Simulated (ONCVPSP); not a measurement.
Al (Z = 13): excitation energies, all-electron against ONCV

- Element: aluminium
- Generator: ONCVPSP 4.0.1
- Type: optimised norm-conserving Vanderbilt (ONCV)
- Functional: LDA (Perdew-Wang 92)
- Relativity: scalar-relativistic
- Frozen core: [Ne]
- Valence charge: 3
- Reference configuration: 3s1 (charge +2)
- Partial waves: 3s: rc 1.95 bohr, ncon 3, nbas 7, qcut 3.6 1/bohr, 1 projector; p scattering state at 0.04 Ha: rc 2.05 bohr, ncon 4, nbas 8, qcut 3.4 1/bohr, 2 projectors, debl 2 Ha; d scattering state at 0.39 Ha: rc 1.55 bohr, ncon 4, nbas 8, qcut 5.7 1/bohr, 2 projectors, debl 3.4 Ha
- Local potential: polynomial inside 1.30 bohr (lpopt 5, dvloc0 3 Ha)
- Core correction: polynomial model core, fcfact 0.3

In the p channel the program set the typed energies aside and used 0.050, 2.050 Ha.

Energies are relative to the spin-unpolarised reference configuration 3s1; without spin polarisation the order of configurations can differ from experiment.

```
valence configuration  charge  ΔE all-electron (eV)  error AE − PS (meV)
              3s2 3p1       0               -25.211                  +47
                  3s2      +1               -19.370                  +11
              3s0 3p3       0               -14.706                  +80
```

(1) What are ΔE and the potential's error for 3s2 3p0.5?

Answers

(1) ΔE = -23.089 eV all-electron; the error (AE − PS) is +32 meV.
